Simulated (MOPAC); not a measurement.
MOPAC input (PM3):

```
PM3 FORCE THERMO(298,298) PRECISE LET CHARGE=1 GEO-OK AUX(PRECISION=9) THREADS=1
C2H3O

C     1.37822356 1   -0.13363038 1   -0.09128900 1
C     0.19246461 1   -0.02045347 1   -0.01420278 1
O    -1.14008956 1    0.20880863 1    0.15521562 1
H     2.44519422 1   -0.24182986 1   -0.16581384 1
H    -1.48076292 1   -0.64578494 1    0.49092034 1
H    -1.46527459 1    0.36511064 1   -0.75523085 1
```

From the last part of the output:

```
     H    6   0.068248   0.907649   6.585645   0.022741   0.981670   7.433841

          HEAT OF FORMATION =     235.708243 KCALS/MOLE

          ZERO POINT ENERGY      29.365 KCAL/MOL

           NORMAL COORDINATE ANALYSIS (Total motion = 1 Angstrom)

   Root No.       1         2         3         4         5         6         7         8

                 1 A"      1 A'      2 A'      2 A"      3 A'      3 A"      4 A'      5 A'

                 438.1     441.3     873.3     883.7    1119.5    1187.7    1245.7    1583.0

           1    0.0000   -0.0054    0.0019    0.0000   -0.1995   -0.0000   -0.0275    0.0028
           2   -0.0000   -0.0748   -0.1260   -0.0000   -0.0027    0.0000   -0.0011    0.0004
           3   -0.0690    0.0000    0.0000   -0.1227   -0.0000    0.0023   -0.0000   -0.0000
           4   -0.0000   -0.0072   -0.0003   -0.0000   -0.1038    0.0000   -0.0123   -0.0011
           5    0.0000    0.2052    0.0606    0.0000   -0.0306   -0.0000    0.0301   -0.0072
           6    0.1783   -0.0000   -0.0000    0.0575    0.0000   -0.0526   -0.0000    0.0000
           7    0.0000    0.0216    0.0008   -0.0000    0.2341   -0.0000   -0.0109    0.0326
           8   -0.0000   -0.0605    0.0007    0.0000    0.0352    0.0000   -0.0531   -0.0318
           9   -0.0485    0.0000   -0.0000    0.0020   -0.0000    0.0455    0.0000    0.0000
          10    0.0000   -0.0036   -0.0052   -0.0000   -0.2263   -0.0000   -0.0314    0.0038
          11   -0.0000   -0.3383    0.7820    0.0001    0.0233    0.0000   -0.0125    0.0021
          12   -0.3064    0.0000   -0.0001    0.7581   -0.0000    0.0155    0.0000   -0.0000
          13   -0.1632   -0.0944   -0.0135   -0.0291    0.0625   -0.4274    0.3393   -0.2703
          14    0.0107   -0.1274   -0.0066   -0.0018   -0.0921   -0.0894    0.2553    0.2917
          15   -0.1133   -0.0006   -0.0010   -0.0067    0.0246   -0.0691   -0.0335   -0.2507
          16    0.1632   -0.0944   -0.0135    0.0291    0.0625    0.4274    0.3393   -0.2703
          17   -0.0107   -0.1274   -0.0066    0.0018   -0.0921    0.0894    0.2553    0.2917
          18   -0.1133    0.0006    0.0010   -0.0067   -0.0246   -0.0691    0.0335    0.2506

   Root No.       9        10        11        12

                 6 A'      7 A'      4 A"      8 A'

                2300.6    3245.0    3526.3    3697.1

           1   -0.1801   -0.0999   -0.0000    0.0018
           2   -0.0006   -0.0007    0.0000    0.0001
           3   -0.0000   -0.0000   -0.0000   -0.0000
           4    0.2787    0.0316    0.0000   -0.0056
           5    0.0043    0.0004   -0.0000    0.0008
           6    0.0000    0.0000   -0.0015   -0.0000
           7   -0.0435   -0.0021    0.0000   -0.0136
           8   -0.0011    0.0004   -0.0000    0.0244
           9   -0.0000    0.0000   -0.0475   -0.0000
          10   -0.3800    0.8456    0.0000   -0.0070
          11   -0.0025    0.0068    0.0000   -0.0005
          12   -0.0000    0.0000   -0.0002   -0.0000
          13   -0.0522    0.0002   -0.1502    0.1343
          14   -0.0121   -0.0046    0.2331   -0.1986
          15   -0.0243   -0.0093    0.3861   -0.4144
          16   -0.0522    0.0002    0.1502    0.1343
          17   -0.0121   -0.0046   -0.2330   -0.1985
          18    0.0243    0.0093    0.3862    0.4145

           MASS-WEIGHTED COORDINATE ANALYSIS (NORMAL COORDINATES)

   Root No.       1         2         3         4         5         6         7         8

                 1 A"      1 A'      2 A'      2 A"      3 A'      3 A"      4 A'      5 A'

                 438.1     441.3     873.3     883.7    1119.5    1187.7    1245.7    1583.0

           1    0.0000   -0.0207    0.0072    0.0000   -0.5478   -0.0000   -0.1443    0.0139
           2   -0.0000   -0.2889   -0.4733   -0.0000   -0.0075    0.0000   -0.0059    0.0018
           3   -0.2963    0.0000    0.0000   -0.4748   -0.0000    0.0116   -0.0000   -0.0000
           4   -0.0000   -0.0278   -0.0010   -0.0000   -0.2849    0.0000   -0.0647   -0.0055
           5    0.0001    0.7922    0.2277    0.0000   -0.0841   -0.0000    0.1579   -0.0360
           6    0.7658   -0.0001   -0.0000    0.2225    0.0000   -0.2684   -0.0000    0.0000
           7    0.0000    0.0960    0.0035   -0.0000    0.7417   -0.0000   -0.0660    0.1881
           8   -0.0000   -0.2697    0.0029    0.0000    0.1115    0.0000   -0.3219   -0.1835
           9   -0.2403    0.0000   -0.0000    0.0091   -0.0000    0.2681    0.0000    0.0000
          10    0.0000   -0.0040   -0.0056   -0.0000   -0.1800   -0.0000   -0.0477    0.0055
          11   -0.0000   -0.3782    0.8506    0.0001    0.0186    0.0000   -0.0191    0.0030
          12   -0.3813    0.0000   -0.0001    0.8501   -0.0000    0.0229    0.0000   -0.0000
          13   -0.2031   -0.1055   -0.0147   -0.0326    0.0497   -0.6323    0.5160   -0.3920
          14    0.0133   -0.1424   -0.0072   -0.0020   -0.0733   -0.1322    0.3883    0.4230
          15   -0.1410   -0.0007   -0.0011   -0.0076    0.0195   -0.1022   -0.0510   -0.3635
          16    0.2031   -0.1055   -0.0147    0.0326    0.0497    0.6323    0.5160   -0.3920
          17   -0.0133   -0.1424   -0.0072    0.0020   -0.0733    0.1322    0.3883    0.4230
          18   -0.1410    0.0007    0.0011   -0.0076   -0.0195   -0.1022    0.0509    0.3634

   Root No.       9        10        11        12

                 6 A'      7 A'      4 A"      8 A'

                2300.6    3245.0    3526.3    3697.1

           1   -0.5086   -0.3748   -0.0000    0.0091
           2   -0.0016   -0.0028    0.0000    0.0004
           3   -0.0000   -0.0000   -0.0001   -0.0000
           4    0.7872    0.1187    0.0000   -0.0283
           5    0.0122    0.0015   -0.0000    0.0039
           6    0.0000    0.0000   -0.0074   -0.0000
           7   -0.1419   -0.0090    0.0000   -0.0790
           8   -0.0036    0.0018   -0.0000    0.1416
           9   -0.0000    0.0000   -0.2710   -0.0000
          10   -0.3109    0.9193    0.0000   -0.0102
          11   -0.0021    0.0074    0.0000   -0.0008
          12   -0.0000    0.0000   -0.0003   -0.0000
          13   -0.0427    0.0002   -0.2150    0.1956
          14   -0.0099   -0.0050    0.3337   -0.2893
          15   -0.0199   -0.0101    0.5529   -0.6037
          16   -0.0427    0.0002    0.2150    0.1956
          17   -0.0099   -0.0050   -0.3336   -0.2892
          18    0.0199    0.0101    0.5529    0.6037

          DESCRIPTION OF VIBRATIONS

 VIBRATION          1    1A"         ATOM PAIR     ENERGY CONTRIBUTION    RADIAL
 FREQUENCY           438.05         C 2 -- O 3         +34.0% (113.9%)      0.0%
 TRANSITION DIPOLE   1.1458         C 1 -- C 2         +30.7% (108.2%)      0.0%
 TRAVEL (Ang.)       0.1891         O 3 -- H 5         +15.2% ( 76.1%)     41.5%
 REDUCED MASS        4.3057         O 3 -- H 6         +15.2% ( 76.1%)     41.5%
 EFFECTIVE MASS     16.2057
 FORCE CONSTANT      0.4868

 VIBRATION          2    1A'         ATOM PAIR     ENERGY CONTRIBUTION    RADIAL
 FREQUENCY           441.33         C 2 -- O 3         +40.6% (106.6%)      0.0%
 TRANSITION DIPOLE   1.3499         C 1 -- C 2         +38.1% (103.2%)      0.0%
 TRAVEL (Ang.)       0.1756         O 3 -- H 6          +7.2% ( 45.0%)     25.4%
 REDUCED MASS        4.9560         O 3 -- H 5          +7.2% ( 45.0%)     25.4%
 EFFECTIVE MASS     15.3657
 FORCE CONSTANT      0.5687

 VIBRATION          3    2A'         ATOM PAIR     ENERGY CONTRIBUTION    RADIAL
 FREQUENCY           873.34         C 1 -- H 4         +88.3% ( 95.3%)      0.0%
 TRANSITION DIPOLE   0.2407         C 1 -- C 2         +10.3% ( 32.5%)      0.0%
 TRAVEL (Ang.)       0.2577         C 2 -- O 3          +1.4% ( 11.9%)      0.6%
 REDUCED MASS        1.1628
 EFFECTIVE MASS      3.0088
 FORCE CONSTANT      0.5225

 VIBRATION          4    2A"         ATOM PAIR     ENERGY CONTRIBUTION    RADIAL
 FREQUENCY           883.66         C 1 -- H 4         +87.7% ( 95.3%)      0.0%
 TRANSITION DIPOLE   0.2472         C 1 -- C 2         +10.3% ( 32.7%)      0.0%
 TRAVEL (Ang.)       0.2558         C 2 -- O 3          +1.5% ( 12.5%)      0.0%
 REDUCED MASS        1.1664         O 3 -- H 6          +0.2% (  4.9%)      2.1%
 EFFECTIVE MASS      3.0080
 FORCE CONSTANT      0.5366

 VIBRATION          5    3A'         ATOM PAIR     ENERGY CONTRIBUTION    RADIAL
 FREQUENCY          1119.52         C 2 -- O 3         +34.1% ( 97.6%)     99.1%
 TRANSITION DIPOLE   0.2822         C 1 -- H 4         +21.8% ( 77.9%)     99.6%
 TRAVEL (Ang.)       0.0983         C 1 -- C 2         +15.0% ( 64.7%)     92.2%
 REDUCED MASS        6.2387         O 3 -- H 5         +14.5% ( 63.6%)      2.9%
 EFFECTIVE MASS     15.2023         O 3 -- H 6         +14.5% ( 63.6%)      2.9%
```

The dipole moment of an ion depends on the origin.
